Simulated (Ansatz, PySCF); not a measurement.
4,4-difluorobuta-1,2-diene (C4H4F2), SMILES C=C=CC(F)F.

Coordinates come from a r2SCAN-D4/def2-SVP optimisation. Other conformers were not sampled.

Vertical ionisation energy (IE) and electron affinity (EA) in eV. Rows of orbital energies are one-electron estimates. Where ΔSCF, EOM or ADC give a negative EA the extra electron is unbound and the value depends on the basis.

```json
[
 {"level": "−ε(HOMO), −ε(LUMO), CAM-B3LYP/def2-TZVP (PySCF)", "IE": "(withheld)", "EA": "(withheld)"},
 {"level": "−ε(HOMO), −ε(LUMO), PBE/def2-TZVP (PySCF)", "IE": "7.02", "EA": "1.42"},
 {"level": "ΔSCF, CAM-B3LYP/def2-SVPD (Ansatz), final states of multiplicity 2 and 2", "IE": "10.60", "EA": "-1.44"},
 {"level": "ΔSCF, PBE/def2-SVPD (Ansatz), final states of multiplicity 2 and 2", "IE": "10.27", "EA": "-1.34"}
]
```

Question: Complete the blanks. (The exact figures need the calculation; the answer reports its results.)

Answer: 
- −ε(HOMO), −ε(LUMO), CAM-B3LYP/def2-TZVP (PySCF), IE: 9.61
- −ε(HOMO), −ε(LUMO), CAM-B3LYP/def2-TZVP (PySCF), EA: -0.74

Question: What vertical singlet–triplet gap does ΔSCF give with CAM-B3LYP/def2-SVPD (Ansatz, a first-principles code) and with PBE/def2-SVPD (Ansatz)? (Estimate from the structure and the level; the computed values follow.)

Answer: 4.64 and 4.64 eV (triplet above singlet where positive).
